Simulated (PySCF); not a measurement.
Computed shifts of a molecule CH5F2NSi, PySCF with PBE/pcSseg-1, GIAO, gas phase, atoms alike by connectivity averaged where their shifts nearly agree, in ppm (number of nuclei): ¹⁵N: 6.2 (1). ²⁹Si: -43.3 (1). ¹³C: 132.7 (1). ¹⁹F: -171.8 (1), -173.8 (1). ¹H: 6.67 (1), 5.18 (1), 4.92 (1), 0.45 (1), 0.32 (1). References: ¹⁵N against NH3 (σ = 267.0 ppm); ²⁹Si against TMS (σ = 335.4 ppm); ¹³C against TMS (σ = 182.0 ppm); ¹⁹F against CFCl3 (σ = 133.6 ppm); ¹H against TMS (σ = 31.49 ppm), references at their B3LYP-D3(BJ)/def2-TZVP geometries, non-relativistic. Geometry: ωB97X-D3(BJ)/def2-SVP. Other conformers were not sampled.

Question: Which molecule gave these data?
(A) CN[SiH](F)F
(B) N[SiH2]C(F)F
(C) NC[SiH](F)F
(D) N[Si@@H](F)CF

Answer: B, N[SiH2]C(F)F
